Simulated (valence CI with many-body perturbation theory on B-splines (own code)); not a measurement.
# Sensitivity of CI+MBPT for Ti XVI

Computed by configuration interaction combined with many-body perturbation theory (CI+MBPT): five valence electrons over a frozen Dirac-Fock core [He], a basis of 6 s, 6 p, 5 d, 3 f, 1 g functions for each j, with the one-electron correlation potential Σ1, the two-electron term Σ2, the three-electron term Σ3, Breit, model QED; selected CI, second order for the rest, scaled by the run's own slope (own B-spline code, finite nucleus).

No measured spectrum was set against this ion. As an estimate, levels of excited configurations hold to 0.05 to 0.15 % of their energy, terms of the ground configuration to about 0.5 %. Among the levels kept, up to 2400 cm⁻¹ of a level comes from second order outside the variational space, and about a tenth of that is noise between levels of different J, which matters for small intervals.

The reference run has the lowest level 2s2 2p3 4S°_3/2 and an ionisation energy of 1041.86 eV. Its largest variational space holds 12423 state functions.

Changed runs:
A. lowest core n in screening and Σ2 1 → 2
B. size limit of the variational space 10000 → 1500; second order for the rest on → off; cutoff of virtual states (hartree) 968 → 22000
C. screening of Σ1 on → off
D. highest l in the core sums 6 → 1 (bad on purpose)

Excitation energies of the reference run in cm⁻¹, and shifts in cm⁻¹:

```tsv
Level	Reference	B	C	D
2s2 2p3 2D°_3/2	116607	+1070	-0.2	+54
2s2 2p3 2D°_5/2	131239	+1587	-0.2	+99
2s2 2p3 2P°_1/2	198389	-288	-0.3	-259
2s2 2p3 2P°_3/2	219916	+1139	-0.3	-215
2s 2p4 4P_5/2	589390	+1007	+2.3	+829
2s 2p4 4P_3/2	620783	+1112	+2.2	+815
2s 2p4 4P_1/2	634013	-2324	+2.2	+804
2s 2p4 2D_3/2	814034	+3107	+2.0	+885
2s 2p4 2D_5/2	818141	+2857	+2.0	+882
2s 2p4 2S_1/2	941135	-551	+1.8	+392
2s 2p4 2P_3/2	977833	+4467	+1.9	+828
2s 2p4 2P_1/2	1021770	-397	+1.7	+730
Ionisation energy (eV)	1041.86	-0.92	-0.0023	-0.11
```

Run A: It gave no result: the setting left no core shell for the response of the core. The program said: "need at least one array to concatenate".
